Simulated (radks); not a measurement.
The numbers below are computed, except where a source is named.
Spherical quantum dot in the effective-mass picture: electrons in a parabolic well V = omega^2 r^2 / 2 with omega = 0.863, with a point charge +1 (a donor) at the centre, all in effective atomic units (hartree* = m*/eps^2 hartree, bohr* = eps/m* bohr), one dielectric constant everywhere. Level of theory: non-relativistic Kohn-Sham, PBE, spin-polarised, spherical densities (a radial shooting solver with Libxc functionals). Levels are named by radial order and angular momentum (1s, 1p, 1d, 2s, ...), and open shells are averaged over m.

N = 12, configuration 1s2 1p6 1d(up 2, down 0) 2s2. This is the lowest configuration that the search found. Occupied and some empty levels:

level,occupation,eigenvalue (hartree*),<r> (bohr*)
1s up,1,6.0224,1.425
1s down,1,6.0423,1.398
1p up,3,6.6243,2.028
1p down,3,6.6646,2.015
2s up,1,7.0881,1.973
2s down,1,7.1195,1.989
1d up,2,7.1786,2.342
1d down,0,7.2254,2.340
1f up,0,7.7768,2.588
1f down,0,7.8245,2.592
2p up,0,7.9114,2.313
2p down,0,7.9381,2.321
1g up,0,8.4159,2.802
1g down,0,8.4613,2.811

Energy (hartree*): total 49.3516, kinetic 9.8687, external 11.856, Hartree 32.657, exchange-correlation -5.0304.
